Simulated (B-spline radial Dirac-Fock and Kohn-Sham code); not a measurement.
# Dipole and non-dipole photoemission parameters of Os⁶⁺ 4f7/2

System: osmium as Os⁶⁺, [Xe] 4f14 5d2; threshold 147.1 eV (orbital energy of the model). Calculated with a B-spline atomic structure program, using Dirac-Hartree-Slater photoionisation with a Latter tail; cross sections with all multipoles, angular parameters from the dipole term and its interference with E2.

Input file task.json (cfg lists n, l and occupation; rrms is the nuclear radius in fm):

```json
{"items": [{
  "Z": 76,
  "q": 6,
  "cfg": [[1, 0, 2], [2, 0, 2], [2, 1, 6], [3, 0, 2], [3, 1, 6], [3, 2, 10], [4, 0, 2], [4, 1, 6], [4, 2, 10], [4, 3, 14], [5, 0, 2], [5, 1, 6], [5, 2, 2]],
  "A": 192,
  "rrms": 5.4126,
  "do": "xps",
  "hv": [60, 61.2, 92.0, 118.0, 153.0, 196.0, 247.0, 253.0, 318.0, 358.0, 400, 475.0, 800, 893.0, 1000, 1110.0, 1253.6, 1980.0, 2480.0, 2580.0, 2984.4, 4110.0, 5414.7, 6020.0, 6620.0, 7500.0, 7550.0, 8047.8, 8910.0, 10700.0]
}]}
```

Launch: `python xray2_run.py task.json out`

For linearly polarised light dσ/dΩ = σ/(4π) [1 + β P₂(cos θ) + (δ + γ cos²θ) sin θ cos φ], with θ from the polarisation vector and φ the angle between the beam and the projection of the electron momentum on the plane normal to the polarisation.

| hν (eV) | σ (kb) | β | γ | δ |
| --- | --- | --- | --- | --- |
| 196 | 3380 | 0.376 | -0.001 | 0.008 |
| 247 | 3480 | 0.318 | -0.004 | 0.014 |
| 253 | 3450 | 0.323 | -0.004 | 0.014 |
| 318 | 3040 | 0.417 | -0.003 | 0.020 |
| 358 | 2690 | 0.482 | -0.001 | 0.022 |
| 400 | 2320 | 0.545 | 0.001 | 0.025 |
| 475 | 1760 | 0.643 | 0.006 | 0.030 |
| 800 | 567 | 0.902 | 0.059 | 0.049 |
| 893 | 426 | 0.942 | 0.082 | 0.055 |
| 1000 | 313 | 0.978 | 0.110 | 0.060 |
| 1110 | 232 | 1.005 | 0.142 | 0.066 |
| 1253.6 | 162 | 1.029 | 0.187 | 0.074 |
| 1980 | 37.6 | 1.053 | 0.421 | 0.111 |
| 2480 | 17.2 | 1.031 | 0.569 | 0.135 |
| 2580 | 15.0 | 1.025 | 0.597 | 0.140 |
| 2984.4 | 8.87 | 0.998 | 0.701 | 0.159 |
| 4110 | 2.67 | 0.921 | 0.937 | 0.212 |
| 5414.7 | ? | ? | ? | ? |
| 6020 | 0.591 | 0.808 | 1.211 | 0.300 |
| 6620 | 0.401 | 0.779 | 1.276 | 0.327 |
| 7500 | 0.239 | 0.741 | 1.360 | 0.366 |
| 7550 | 0.233 | 0.739 | 1.364 | 0.368 |
| 8047.8 | 0.178 | 0.720 | 1.407 | 0.389 |
| 8910 | 0.116 | 0.689 | 1.473 | 0.425 |
| 10700 | 0.0527 | 0.634 | 1.585 | 0.498 |

Problem. Give the values at Cr Kα (5414.7 eV).

Solution. σ = 0.905 kb, β = 0.841, γ = 1.137, δ = 0.273.
